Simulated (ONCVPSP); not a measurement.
## u(r) = r·R(r): atom against pseudo-atom (Ar (Z = 18))

Columns: radius, all-electron u(r) and pseudo u(r) of the 3p shell (level -10.14 eV) of argon in the configuration [Ne] 3s2 3p6; BLYP, scalar-relativistic, ONCV scheme, ONCVPSP 4.0.1.

```tsv
r (bohr)	all-electron	pseudo
0.070	-0.1447	0.0069
0.140	-0.3161	0.0273
0.210	-0.3876	0.0603
0.280	-0.3618	0.1044
0.350	-0.2692	0.1580
0.420	-0.1392	0.2192
0.490	0.0057	0.2861
0.560	0.1507	0.3562
0.630	0.2863	0.4271
0.700	0.4075	0.4965
0.770	0.5120	0.5620
0.840	0.5992	0.6217
0.910	0.6698	0.6744
0.980	0.7247	0.7194
1.050	0.7652	0.7562
1.120	0.7928	0.7845
1.190	0.8093	0.8039
1.260	0.8163	0.8139
1.330	0.8154	0.8149
1.400	0.8081	0.8081
1.470	0.7956	0.7956
1.540	0.7790	0.7790
1.610	0.7592	0.7592
1.680	0.7370	0.7370
1.750	0.7131	0.7131
1.820	0.6880	0.6880
```

How many radial nodes do the two functions have?

The all-electron 3p function has n − l − 1 = 1; the pseudo-wave has 0, since the states of the same l below it are removed with the core.

At about which radius was the pseudo-wave matched?

1.40 bohr, where the columns begin to agree (steps of 0.07 bohr).

Is the pseudo-wave norm-conserving?

Yes: the ONCV scheme keeps the norm inside the radius equal to the all-electron one, which fixes the energy derivative of the logarithmic derivative at the level.
